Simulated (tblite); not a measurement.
Compound: C₅H₈AlClO₂.
Atom-mapped SMILES: `[CH3:1][CH2:2][C:3]1=[O+:4][AlH2-:5][O:6][C:7]([Cl:8])=[CH:9]1` (hydrogens: H10, H11, H12 on C1; H13, H14 on C2; H15, H16 on Al5; H17 on C9)
Bond orders are those of one Lewis drawing.

Computed with GFN2-xTB (tblite), gas phase: L-BFGS steps from a force-field or distance-geometry start until the largest atomic force falls under 0.01 eV/Å.

The end geometry, which sets the zero of energy:
```
atom  x, y, z in Å
C1     -2.3322   -0.0544    0.7280
C2     -1.6270    0.0645   -0.6286
C3     -0.1404    0.0494   -0.4140
O4      0.4661    1.1675   -0.3223
Al5     2.1712    1.6356    0.0161
O6      2.6109   -0.1453    0.1141
C7      1.8874   -1.1586   -0.0132
Cl8     2.6763   -2.6964    0.1545
C9      0.5267   -1.1679   -0.2723
H10    -3.4089   -0.0096    0.5877
H11    -2.0313    0.7616    1.3801
H12    -2.0791   -0.9957    1.2090
H13    -1.9221   -0.7667   -1.2694
H14    -1.9061    1.0075   -1.1005
H15     2.2780    2.2172    1.4375
H16     2.8260    2.2023   -1.2552
H17    -0.0027   -2.0990   -0.3614
```

Problem. These geometries come from the run, each turned onto the end geometry. Order them by energy, lowest first.
A.
```
atom  x, y, z in Å
C1     -2.3861   -0.0593    0.7270
C2     -1.6363    0.0642   -0.6191
C3     -0.1352    0.0925   -0.3796
O4      0.4002    1.2605   -0.2915
Al5     2.2059    1.5824    0.0191
O6      2.7184   -0.2314    0.0928
C7      1.9570   -1.2049   -0.0239
Cl8     2.6195   -2.8371    0.1008
C9      0.5740   -1.1147   -0.2480
H10    -3.4556   -0.0947    0.5398
H11    -2.1659    0.8016    1.3566
H12    -2.0855   -0.9734    1.2393
H13    -1.8896   -0.7936   -1.2412
H14    -1.9681    0.9793   -1.1273
H15     2.3921    2.2997    1.3911
H16     2.8241    2.2961   -1.2186
H17     0.0241   -2.0551   -0.3272
```
B.
```
atom  x, y, z in Å
C1     -2.3784   -0.0592    0.7184
C2     -1.6276    0.0558   -0.6097
C3     -0.1348    0.0806   -0.3834
O4      0.4596    1.2073   -0.2807
Al5     2.2201    1.6252    0.0209
O6      2.6919   -0.2185    0.0883
C7      1.9096   -1.1855   -0.0276
Cl8     2.6128   -2.7889    0.0980
C9      0.5544   -1.1232   -0.2500
H10    -3.4466   -0.0942    0.5420
H11    -2.1660    0.7908    1.3531
H12    -2.0882   -0.9613    1.2374
H13    -1.8872   -0.7936   -1.2411
H14    -1.9496    0.9686   -1.1154
H15     2.3824    2.2738    1.3886
H16     2.8151    2.2724   -1.2199
H17     0.0254   -2.0380   -0.3287
```
C.
```
atom  x, y, z in Å
C1     -2.3654   -0.0580    0.7210
C2     -1.6171    0.0661   -0.6098
C3     -0.1349    0.0652   -0.3766
O4      0.4789    1.1772   -0.2790
Al5     2.2126    1.6395    0.0172
O6      2.6265   -0.1568    0.0846
C7      1.8871   -1.1626   -0.0277
Cl8     2.6482   -2.7176    0.1027
C9      0.5227   -1.1593   -0.2508
H10    -3.4342   -0.0915    0.5301
H11    -2.1502    0.7949    1.3578
H12    -2.0786   -0.9662    1.2448
H13    -1.8680   -0.7845   -1.2412
H14    -1.9072    0.9907   -1.1099
H15     2.3678    2.2267    1.4363
H16     2.8216    2.2325   -1.2705
H17    -0.0170   -2.0842   -0.3389
```
D.
```
atom  x, y, z in Å
C1     -2.3619   -0.0542    0.7193
C2     -1.6231    0.0677   -0.6180
C3     -0.1394    0.0573   -0.3811
O4      0.4700    1.1731   -0.2808
Al5     2.1890    1.6315    0.0150
O6      2.6249   -0.1482    0.0918
C7      1.8942   -1.1580   -0.0209
Cl8     2.6876   -2.6970    0.1101
C9      0.5272   -1.1612   -0.2476
H10    -3.4336   -0.0807    0.5431
H11    -2.1340    0.7969    1.3550
H12    -2.0703   -0.9645    1.2364
H13    -1.8982   -0.7667   -1.2631
H14    -1.8978    1.0061   -1.1002
H15     2.3540    2.1974    1.4375
H16     2.8117    2.2019   -1.2725
H17    -0.0073   -2.0895   -0.3339
```
E.
```
atom  x, y, z in Å
C1     -2.3726   -0.0604    0.7181
C2     -1.6191    0.0575   -0.6130
C3     -0.1298    0.0788   -0.3792
O4      0.5098    1.1769   -0.2734
Al5     2.2151    1.6323    0.0190
O6      2.6620   -0.1753    0.0852
C7      1.8993   -1.1640   -0.0273
Cl8     2.6089   -2.7426    0.0963
C9      0.5305   -1.1403   -0.2532
H10    -3.4458   -0.0934    0.5364
H11    -2.1596    0.7938    1.3560
H12    -2.0844   -0.9668    1.2446
H13    -1.8804   -0.7970   -1.2414
H14    -1.9287    0.9728   -1.1098
H15     2.3749    2.2527    1.4106
H16     2.8168    2.2545   -1.2434
H17    -0.0043   -2.0673   -0.3353
```

Solution. D (0.003 eV), C (0.010 eV), E (0.033 eV), B (0.098 eV), A (0.253 eV).

In the order of the answer:

```csv
step,E above end (eV),largest force (eV/Å),rms force component (eV/Å),rms distance from end (Å),rms bond change (Å),bond most changed (Å)
23,0.003,0.04,0.011,0.047,0.001,O4–Al5 +0.003
12,0.010,0.15,0.040,0.058,0.005,O4–Al5 +0.018
7,0.033,0.34,0.084,0.068,0.008,Al5–O6 +0.026
4,0.098,0.67,0.190,0.081,0.021,Al5–O6 +0.067
2,0.253,1.51,0.366,0.097,0.023,O4–Al5 +0.060
```

The cost below is that of the whole relaxation. The run took 0.81 s wall on one thread of an Arm Neoverse N1, shared host with 64 logical CPUs at a one-minute load of 60.
